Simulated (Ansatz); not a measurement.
Reactions of `[AlH2][C]1=C[SiH2]C1`.

Calculated with Ansatz (gas phase, PBE0-D4/def2-TZVP geometries, no zero-point term in ΔE). CBS: MP2 limit from def2 TZ/QZ plus the TZ coupled-cluster correction, frozen cores. This one scheme is used for every species, atoms too. Functionals use def2-TZVPP. B3LYP here is the variant with VWN-RPA as its local correlation; programs differ in this. Open shells (•) are unrestricted, without spin–orbit coupling. Spin–orbit coupling would lower the free atoms: a little for Al, C, Si. For Ga outer-core shells are correlated without core-valence functions, so the limit isn't a true one: a few kJ/mol of doubt a bond, and 10 to 20 or more in all where bonds break to atoms. Scalar relativity is left out up to krypton. Each species was taken in one conformer, which may not be the lowest.

| reaction | B3LYP-D4 (kJ/mol) | r2SCAN-D4 (kJ/mol) | CCSD/CBS(def2) (kJ/mol) | ωB97M-V (kJ/mol) | CCSD(T)/CBS(def2) (kJ/mol) |
| --- | --- | --- | --- | --- | --- |
| `[AlH2][C]1=C[SiH2]C1` + H₂ → `C1=C[SiH2]C1` + `[AlH3]` | -9 | -7 | -15 | -13 | -9 |
| `[AlH2][C]1=C[SiH2]C1` + `NBCl` → `[AlH2][BH]Cl` + `NC1=C[SiH2]C1` | 188 | 183 | 191 | 192 | 192 |
| `[AlH2][C]1=C[SiH2]C1` + `[NH2][GaH][NH2]` → `[NH2][GaH][AlH2]` + `NC1=C[SiH2]C1` | 27 | 21 | 44 | 33 | 44 |
| `[AlH2][C]1=C[SiH2]C1` → Al• + 3 C• + 7 H• + Si• | 4312 | 4332 | 4256 | 4333 | 4319 |
| `[AlH2][C]1=C[SiH2]C1` → `[AlH2]/[CH]=C1/C[SiH2]1` | 79 | 76 | 91 | 86 | 89 |

Largest T1 diagnostic: 0.018, for Al•.
